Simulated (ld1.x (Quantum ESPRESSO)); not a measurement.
## Which change was made? (Te, TM)

tellurium, norm-conserving Troullier–Martins (Kleinman–Bylander form), made with ld1.x (Quantum ESPRESSO) 7.5 (revPBE, fully relativistic). Core [Kr], reference 4d10 5s2 5p4. Waves: 5s (bound): rc 1.45 bohr; 5p (bound): rc 1.85 bohr; 4d (bound): rc 1.05 bohr. Local part: the d channel. Core correction: none.

Open shells are filled in proportion to 2j + 1 (rel_dist='average').

Cutoffs, loose and tight: the cutoffs (Ry, on a coarse ladder) from which the occupation-weighted sum of valence levels, in a spherical-Bessel basis at the reference potential, stays within 10 and 1 mRy of its value at 400 Ry. They do not see the model core or the augmentation charge, which bear on the density cutoff. Test errors are all-electron minus pseudo excitation energies from the reference, over the configurations 4d10 5s2 5p3; 4d10 5s2 5p2; 4d10 5s2 5p1; 4d9 5s2 5p5; 4d10 5s1 5p5; 4d9 5s2 5p4; 4d10 5s0 5p6; variants that change the core or the reference have their own tests.

The base gives: outcome: generated, misses its reference levels by 0.89 eV; cutoff, loose: 120 Ry; cutoff, tight: 200 Ry; bound ghosts: s, p3/2, p1/2; largest test error (meV): -275.

Task: After one change the result is: outcome: generated, misses its reference levels by 0.89 eV; cutoff, loose: 160 Ry; cutoff, tight: 300 Ry; bound ghosts: s, p1/2, p3/2; largest test error (meV): +336. Which change was it?
A. scalar-relativistic
B. core [Kr] 4d10, valence charge 6; reference 5s2 5p3.5; waves now 5p (bound): rc 2.20 bohr; 5s (bound): rc 1.40 bohr; local potential the s channel; core correction Bessel-smoothed model core inside 1.30 bohr
C. all radii scaled by about 0.84 (s 1.22, p 1.56, d 0.88 bohr)
D. type RRKJ; local potential the s channel

Result: C. The others give: core [Kr] 4d10, valence charge 6; reference 5s2 5p3.5; waves now 5p (bound): rc 2.20 bohr; 5s (bound): rc 1.40 bohr; local potential the s channel; core correction Bessel-smoothed model core inside 1.30 bohr → outcome: generated; cutoff, loose: 60 Ry; cutoff, tight: 160 Ry; bound ghosts: d; largest test error (meV): -82 | scalar-relativistic → outcome: generated; cutoff, loose: 120 Ry; cutoff, tight: 200 Ry; bound ghosts: s, p; largest test error (meV): -295 | type RRKJ; local potential the s channel → outcome: generated; cutoff, loose: 140 Ry; cutoff, tight: 260 Ry; bound ghosts: none; largest test error (meV): -365.
